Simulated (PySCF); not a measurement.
Match the calculated data to a structure.

All candidates are C5H7FO2Si.

- 1H NMR: chemical shifts (computed TMS as zero) by class: 5.07 (1 H), 4.96 (1 H), 4.00 (1 H), 3.79 (3 H), 1.20 (1 H) ppm [GIAO PBE0/pcSseg-1]
- UV, first state: lowest singlet excitation: 4.23 eV (293 nm, f = 0.026) [TDDFT wB97X-D/def2-SVPD]
- UV, strongest line: among the 8 lowest singlet transitions: S3 at 6.32 eV (196 nm, f = 0.184) [TDDFT wB97X-D/def2-SVPD]
- NMR, other nuclei: isotropic shieldings of nuclei other than C and H, by class: 202 (1 O), 318 (1 O), 267 (1 F), 376 (1 Si) ppm [GIAO PBE0/pcSseg-1]
- Rotational structure: rotational constants A, B, C: 2.172, 1.003, 0.724 GHz [GFN2-xTB]
- 13C NMR: chemical shifts (computed TMS as zero) by class: 177.2 (1 C), 173.3 (1 C), 103.8 (1 C), 91.0 (1 C), 56.8 (1 C) ppm [GIAO PBE0/pcSseg-1]

The electronic properties come from PySCF, for the isolated species, density fitting. Levels stand in brackets. The structure is a single GFN2-xTB conformer in the gas phase; no vibrational or solvent corrections. Each NMR value is the plain mean over a class of atoms that symmetry, rotation or inversion makes alike.

Question: Which candidate is it?
A. `C#C[C@](F)(CC=O)[SiH2]O`
B. `O=C=C(C=O)[C@H]([SiH3])CF`
C. `COC1=C[Si@@H](O)C=C1F`

Answer: C. It is `COC1=C[Si@@H](O)C=C1F`. Numbering: `[CH3:1][O:2][C:3]1=[CH:4][Si@@H:5]([OH:6])[CH:7]=[C:8]1[F:9]`. Its formula, C5H7FO2Si, gives 3 degrees of unsaturation: 1 ring and 2 π bonds in the structure found. 5 carbons fall into 5 classes; from least to most shielded: vinylic C–F carbon [C8] (177.2 ppm), vinylic carbon bearing oxygen [C3] (173.3 ppm), alkene CH carbon [C7] (103.8 ppm), alkene CH carbon [C4] (91.0 ppm), methoxy carbon [C1] (56.8 ppm). Hydrogen classes from least to most shielded: 1 H on an oxygen-bound silicon, Si5 (5.07 ppm), 1 H on an alkene CH carbon, C7 (4.96 ppm), 1 H on an alkene CH carbon, C4 (4.00 ppm), 3 H on a methoxy carbon, C1 (3.79 ppm, a mean of values up to 0.6 ppm apart in this geometry), 1 H on a silanol oxygen, O6 (1.20 ppm). The other shieldings belong to: 202 ppm, ether oxygen [O2]; 318 ppm, silanol oxygen [O6]; 267 ppm, vinyl fluorine [F9]; 376 ppm, oxygen-bound silicon [Si5]. The optimised geometry has point group C1 and is an asymmetric top.

The others, at the same levels:
- `O=C=C(C=O)[C@H]([SiH3])CF` fails: its computed 13C shifts are 208.6 (1 C), 185.4 (1 C), 89.4 (1 C), 55.3 (1 C), 23.4 (1 C) ppm, 1H shifts are 9.96 (1 H), 5.09 (1 H), 4.99 (1 H), 3.96 (3 H), 2.20 (1 H) ppm and lowest singlet excitation is 3.75 eV (331 nm, f = 0.001) (against 4.23 eV).
- `C#C[C@](F)(CC=O)[SiH2]O` fails: its computed 13C shifts are 213.8 (1 C), 91.3 (1 C), 89.0 (1 C), 85.7 (1 C), 54.3 (1 C) ppm, 1H shifts are 10.22 (1 H), 5.64 (1 H), 5.00 (1 H), 4.89 (1 H), 3.88 (1 H), 2.88 (1 H), 2.68 (1 H) ppm and rotational constant A is 1.851 GHz (against 2.172 GHz).

Each candidate is one conformer, not necessarily the lowest. Dipoles, sizes and rotational constants follow the conformer. The torsions of the flexible species, by atom-mapped SMILES:
- `[CH3:1][O:2][C:3]1=[CH:4][Si@@H:5]([OH:6])[CH:7]=[C:8]1[F:9]`: C1–O2–C3–C4 1°, H–O6–Si5–C4 53°
- `[O:1]=[C:2]=[C:3]([CH:4]=[O:5])[C@H:6]([SiH3:7])[CH2:8][F:9]`: C2–C3–C4–O5 -179°, C2–C3–C6–Si7 89°, C3–C6–C8–F9 65°
- `[CH:1]#[C:2][C@:3]([F:4])([CH2:5][CH:6]=[O:7])[SiH2:8][OH:9]`: C2–C3–C5–C6 158°, C3–C5–C6–O7 66°, C2–C3–Si8–O9 174°, H–O9–Si8–C3 -15°
